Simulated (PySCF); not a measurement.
Species: BMe2Cl, C₂H₆BCl.
InChI=1S/C2H6BCl/c1-3(2)4/h1-2H3

Theory: PySCF, PBE0-D3(BJ)/def2-SVP geometry optimisation, gas phase.

Take the most abundant isotopes and a rigid rotor. 

(1) Give the principal moments of inertia and the rotational constants in MHz.

(2) Classify the top.

(3) Is it planar, by Δ = Ic − Ia − Ib?

(4) Give the other two planar moments, Paa and Pbb, and the rms extents of the mass along the axes.

(5) Predict some low-J microwave lines.

(6) Estimate the classical rotational partition function at 10 K, 25 K and 200 K.

Answers

(1) Ia = 67.30, Ib = 114.53, Ic = 175.62 u·Å²; 505379 MHz·u·Å²/I gives A = 7509, B = 4413, C = 2878 MHz.

(2) An asymmetric top. Ray's parameter κ = (2B − A − C)/(A − C) = -0.337; −1 is the prolate and +1 the oblate limit.

(3) Not planar: Δ = Ic − Ia − Ib = -6.21 u·Å². For a rigid frame Δ = −2 Σ m c², so Σ m c² = 3.10 u·Å² lies off the ab plane, practically all of it from hydrogen. The atom farthest from that plane is 1.05 Å away.

(4) Paa = Σ m a² = (Ib + Ic − Ia)/2 = 111.42 and Pbb = Σ m b² = (Ia + Ic − Ib)/2 = 64.20 u·Å². With the mass M = 76.03 u, the rms extents √(P/M) along a, b and c are 1.21, 0.92, 0.20 Å.

(5) The dipole components are |μa| = 1.52 D, |μb| = 0.00 D, |μc| = 0.00 D; the symmetry axis of this C2 structure is a, so μb and μc vanish by symmetry and there are no b-type or c-type lines. Some lines, for components of 0.1 D or more:

```
type  branch         J(Ka,Kc)    MHz  lower level (cm⁻¹)
   a       Q  2(2,0) ← 2(2,1)    445               1.245
   a       Q  4(3,1) ← 4(3,2)    561               3.623
   a       Q  1(1,0) ← 1(1,1)   1535               0.346
   a       Q  3(2,1) ← 3(2,2)   2022               1.975
   a       Q  2(1,1) ← 2(1,2)   4605               0.782
   a       Q  4(2,2) ← 4(2,3)   5183               2.936
   a       R  1(0,1) ← 0(0,0)   7290               0.000
   a       Q  3(1,2) ← 3(1,3)   9125               1.426
   a       R  2(1,2) ← 1(1,1)  13046               0.346
   a       Q  4(1,3) ← 4(1,4)  14789               2.273
   a       R  2(1,1) ← 1(1,0)  16116               0.398
   a       R  3(1,3) ← 2(1,2)  19321               0.782
   a       R  3(0,3) ← 2(0,2)  20293               0.715
   a       R  3(2,2) ← 2(2,1)  21871               1.245
   a       R  3(1,2) ← 2(1,1)  23842               0.935
   a       R  4(1,4) ← 3(1,3)  25400               1.426
   a       R  4(2,3) ← 3(2,2)  28808               1.975
   a       R  4(3,1) ← 3(3,0)  30330               2.630
   a       R  4(1,3) ← 3(1,2)  31063               1.731
   a       R  4(2,2) ← 3(2,1)  31969               2.042
```

(6) Point group C2, symmetry number σ = 2; q = (√π/σ)·√((kT/h)³/(ABC)), k/h = 20836.6 MHz/K: 273 at 10 K, 1080 at 25 K, 24400 at 200 K.

Whether it is a minimum is left open (no frequencies). These are rigid-rotor constants of the computed structure; measured ground-state constants (B0) also hold zero-point vibration. A rigid rotor knows nothing of internal rotation, which can split or shift real lines. Quadrupole hyperfine structure (11B, 35Cl) is left out.
